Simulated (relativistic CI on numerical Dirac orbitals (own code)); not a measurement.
## One change at a time: Nd14+

Base calculation: Dirac-Coulomb-Breit CI, KLI orbitals optimised for each configuration, QED by a radiative potential, unscaled Slater integrals.

Configuration list (outside the closed core [Ar] 3d10): 4s2 4p6 4d10, 4s2 4p6 4d9 4f, 4s2 4p6 4d9 5s, 4s2 4p5 4d10 4f, 4s2 4p6 4d9 5p, 4s 4p6 4d10 4f, 4s2 4p6 4d9 5d, 4s2 4p6 4d9 6s, 4s2 4p5 4d10 5s, 4s2 4p6 4d9 5f, 4s2 4p6 4d9 6p, 4s2 4p6 4d9 5g, 4s2 4p5 4d10 5p, 4s2 4p6 4d9 6d, 4s2 4p6 4d9 7s, 4s2 4p6 4d9 6f, 4s2 4p6 4d9 7p, 4s2 4p5 4d10 5d, 4s 4p6 4d10 5s, 4p6 4d10 4f2, 4p6 4d9 4f3, 4p6 4d9 4f2 5s, 4p5 4d10 4f3, 4p6 4d9 4f2 5p, 4p6 4d9 4f2 5d. Double excitations out of closed p, d and f shells are left out; levels of such configurations are missing from the list, as are those of other unlisted configurations, and high levels can miss mixing partners. These lack a partner that the ground configuration has and come out too high: 4s2 4p6 4d9 6s, 4s2 4p5 4d10 5s, 4s2 4p6 4d9 5f, 4s2 4p6 4d9 6p, 4s2 4p6 4d9 5g.

Variants: (1) P86 correlation estimate; (2) Breit term removed; (3) only the first 3 configurations. Shifts of the energy above 4s2 4p6 4d10 1S_0, in cm⁻¹, for the lowest level and the first level of each name with at least 55 % of one term (blank where a level changes its place among those of its configuration and J or its character, or is not in the variant):

```tsv
Level	Base	Δ(1)	Δ(2)	Δ(3)
4s2 4p6 4d10 1S_0	0	0	0	0
4s2 4p6 4d9 4f 3P°_0	946372	+1360	+787	+40
4s2 4p6 4d9 4f 3P°_1	952307	+1360	+1098	+44
4s2 4p6 4d9 4f 3P°_2	964394	+1360	+1495	+43
4s2 4p6 4d9 4f 3H°_6	978396	+1359	+1590	-83
4s2 4p6 4d9 4f 3H°_5	981730	+1359	+1253	-83
4s2 4p6 4d9 4f 3H°_4	997316	+1359	+1376	-20
4s2 4p6 4d9 4f 3F°_4	1000901	+1359	+1481	+457
4s2 4p6 4d9 5s 3D_3	1004347	+9895	-504	+1594
4s2 4p6 4d9 4f 3D°_1	1009044	+1359	+1404	-67
4s2 4p6 4d9 5s 3D_1	1039787	+9895	+424	+1575
4s2 4p6 4d9 4f 3G°_3	1041567	+1359	+2100	+90
4s2 4p6 4d9 4f 1F°_3	1059344	+1361	+1924	+70
4s2 4p6 4d9 5p 3P°_2	1191607	+11086	-1136
```

At this charge energies of transitions that change n are usually good to better than 1 %, and those within a shell (Δn = 0) to a few per cent. Levels and lines within the n = 5 or 6 shells can be off by up to 10 % or somewhat more, and those that change n by about 2 %, since core polarisation is missing.

Ionisation energy from the two ground configurations alone: base 388.877 eV; P86 correlation estimate 390.729 eV. The NIST ASD value (theoretical) is 389 eV.

LS names give the leading component of a level, which can be under half, so a name can repeat, a term be missing and a line seem to break the LS rules.
